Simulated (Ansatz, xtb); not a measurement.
Two isomers of C4H8BFN2

We compare a, `C[C@H](CF)B(N)C#N`, a singlet, with b, `C=C[B@-](F)(C#N)[NH2+]C`, a singlet. Both are isolated molecules in the gas phase, relaxed with B3LYP/def2-SVP; each stands in its lowest conformer found.

a (Å):

```xyz
16

C     0.6724   -1.0150   -0.4686
C    -0.8033   -0.9790   -0.9103
C    -1.6196   -0.1811    0.1020
C    -0.4942   -3.4888   -1.9267
B    -1.4034   -2.4241   -1.2274
F    -2.9597   -0.0859   -0.2800
N    -2.7084   -2.7947   -0.9274
N     0.1975   -4.2643   -2.4456
H     1.3003   -1.5171   -1.2189
H     0.7982   -1.5626    0.4809
H     1.0758    0.0008   -0.3203
H    -0.8526   -0.4291   -1.8730
H    -1.5907   -0.6571    1.0989
H    -1.2359    0.8490    0.2022
H    -3.3652   -2.1287   -0.5328
H    -3.0958   -3.7052   -1.1466
```

b (Å):

```xyz
16

C     1.7322   -0.5506   -0.2210
C     0.5363   -0.0017    0.0341
C    -1.7493    0.7874   -1.1517
C    -2.2521   -0.6586    1.5510
B    -0.7985   -0.4365   -0.7301
F    -0.6028   -1.3507   -1.7655
N    -2.4699    1.6681   -1.3841
N    -1.7525   -1.3234    0.3268
H     1.8449   -1.3273   -0.9861
H     2.6471   -0.2410    0.2970
H     0.4969    0.7973    0.7887
H    -2.5344   -1.6768   -0.2348
H    -1.1823   -2.1406    0.5664
H    -2.8283    0.2291    1.2596
H    -1.3943   -0.3413    2.1571
H    -2.8859   -1.3371    2.1397
```

Task: Estimate E(b) − E(a) at the level CCSD(T)/def2-SVP + ΔMP2/def2-TZVPP.

Result: Calculated at CCSD(T)/def2-SVP + ΔMP2/def2-TZVPP: E(b) − E(a) = −7.0 kcal/mol, so structure b lies lower.

How the difference moves with the method:

```json
{"level": "GFN2-xTB", "geometry": "GFN2-xTB", "E(b) − E(a) (kcal/mol)": "+13.4", "departure from the last row (kcal/mol)": "+20.4", "job, with rough time for the two": "optimisation, 0.52 s"}
{"level": "HF/STO-3G", "geometry": "GFN2-xTB", "E(b) − E(a) (kcal/mol)": "+21.7", "departure from the last row (kcal/mol)": "+28.7", "job, with rough time for the two": "single point, 0.44 s"}
{"level": "r2SCAN-D4/def2-SVP", "geometry": "GFN2-xTB", "E(b) − E(a) (kcal/mol)": "−3.3", "departure from the last row (kcal/mol)": "+3.6", "job, with rough time for the two": "single point, 4.3 s"}
{"level": "B3LYP/def2-SVP", "geometry": "B3LYP/def2-SVP", "E(b) − E(a) (kcal/mol)": "−5.1", "departure from the last row (kcal/mol)": "+1.9", "job, with rough time for the two": "optimisation, 65 s"}
{"level": "HF/def2-SVP", "geometry": "B3LYP/def2-SVP", "E(b) − E(a) (kcal/mol)": "−5.3", "departure from the last row (kcal/mol)": "+1.6", "job, with rough time for the two": "part of the CCSD(T) run"}
{"level": "MP2/def2-SVP", "geometry": "B3LYP/def2-SVP", "E(b) − E(a) (kcal/mol)": "−7.1", "departure from the last row (kcal/mol)": "−0.2", "job, with rough time for the two": "part of the CCSD(T) run"}
{"level": "CCSD(T)/def2-SVP", "geometry": "B3LYP/def2-SVP", "E(b) − E(a) (kcal/mol)": "−7.8", "departure from the last row (kcal/mol)": "−0.8", "job, with rough time for the two": "single point"}
{"level": "CCSD(T)/def2-SVP + ΔMP2/def2-TZVPP", "geometry": "B3LYP/def2-SVP", "E(b) − E(a) (kcal/mol)": "−7.0", "departure from the last row (kcal/mol)": "", "job, with rough time for the two": "single point, 1.9 min"}
```

As drawn, b has 1 C=C, 1 B–F, 1 C–N in place of 2 C–C, 1 C–F.

GFN2-xTB, HF/STO-3G put the two in the other order. The largest departure from CCSD(T)/def2-SVP + ΔMP2/def2-TZVPP is that of HF/STO-3G, 28.7 kcal/mol. The last row adds to CCSD(T) the change of the MP2 difference between the two basis sets, here +0.8 kcal/mol.

With thermal terms from frequencies at re-optimised GFN2-xTB minima (ideal gas, soft modes damped towards free rotors, one conformer each, 298.15 K, 1 atm): on the last row, ΔE + ΔZPE = −8.1, ΔH = −7.7, ΔG = −8.6 kcal/mol.

The correlated steps freeze 8 core orbitals. Codes used: Ansatz 0.2.0, xtb 6.7.1; the last row on 4 threads of Arm Neoverse V1 on a shared host.
